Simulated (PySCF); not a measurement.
# Yb³⁺ (ytterbium, charge +3) across methods

[Xe] 4f13, 2F determinant. Computed with PySCF 2.14 in x2c-TZVPPall (11s7p7d4f2g, 113 functions), with scalar relativity by spin-free X2C-1e.

```tsv
method	E (hartree)	mean ε 5p β (eV)	mean ε 4f α (eV)	mean ε 4f β (eV)	Σ⟨r²⟩ (bohr²)	⟨S²⟩
UHF	-14053.24177	-63.777	-49.008	-47.535	32.07	0.751
LDA	-14048.65	-57.286	-36.805	-35.845	32.33	0.750
PBE0	-14057.85	-59.010	-39.808	-38.759	32.21	0.750
r2SCAN	-14058.20	-57.866	-36.448	-35.446	32.18	0.750
PBE	-14058.06	-56.980	-36.436	-35.511	32.33	0.750
```

Spin-orbit coupling, absent here, splits the open shell strongly.
